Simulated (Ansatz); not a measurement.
Abridged output of a molecular run in Ansatz:

```
Functional definition: HF
1085 factors; integrals over basis functions are off by at most 1.2e-3 eV
mean field evaluation 1: about -81850.2236 eV, gradient 3.9e1 eV
mean field evaluation 2: about -81850.2728 eV, gradient 3.9e1 eV
mean field evaluation 4: about -81853.4985 eV, gradient 2.7e0 eV
mean field evaluation 8: about -81853.5310 eV, gradient 1.8e-1 eV
mean field evaluation 16: about -81853.4635 eV, gradient 5.1e-1 eV
mean field -81853.53117843 eV, -3008.0617884911 hartree, gradient 7.5e-6 eV, S^2 0.000000; 0 other end points of the search recorded, 0 dependent functions left out
17 core orbitals not correlated: weight in the atoms' cores, before any rotation towards them, 1.000 or more for the frozen orbitals, at most 0.000 for the correlated occupied ones
reference -81853.53117843 eV, -3008.0617884911 hartree; 20, 20 occupied and 75, 75 virtual orbitals, 1085 factors
second order -21.32252542 eV of doubles, -0.00000000 eV of singles
cycle   1  -21.59106635 eV  change   -2.7e-1 eV  update   9.3e-2
cycle   2  -22.02503366 eV  change   -4.3e-1 eV  update   2.7e-2
cycle   3  -22.13270917 eV  change   -1.1e-1 eV  update   1.5e-2
cycle   4  -22.12538722 eV  change    7.3e-3 eV  update   3.6e-3
cycle   5  -22.12353720 eV  change    1.9e-3 eV  update   1.5e-3
cycle   6  -22.12390611 eV  change   -3.7e-4 eV  update   5.4e-4
cycle   7  -22.12356741 eV  change    3.4e-4 eV  update   1.6e-4
cycle   8  -22.12354554 eV  change    2.2e-5 eV  update   6.0e-5
cycle   9  -22.12356990 eV  change   -2.4e-5 eV  update   1.8e-5
perturbative correction -0.48120047 eV, -0.0176837911 hartree
Total energy: -81876.13594880 eV, -3008.8924984801 hartree
```

Its atoms:

Z-matrix (Å, degrees):
```
C
N 1 1.450
H 1 1.095 2 112.0
H 1 1.095 2 112.0 3 -121.5
H 1 1.092 2 110.0 3 119.3
Al 2 1.748 1 128.1 3 -119.1
H 2 1.009 1 112.7 3 60.8
Br 6 2.238 2 121.1 1 -180.0
F 6 1.643 2 119.5 1 0.0
```

(1) Which basis set was used?
A. cc-pV(T+d)Z
B. def2-QZVPP
C. def2-SVPD
D. def2-SVP

(2) Write the keys of the input that set method, charge and spin (a neutral closed shell needs none for the last two).

Results:

(1) D. It gives 112 functions.

(2) 
```yaml
correlation: {method: ccsd_t}
```
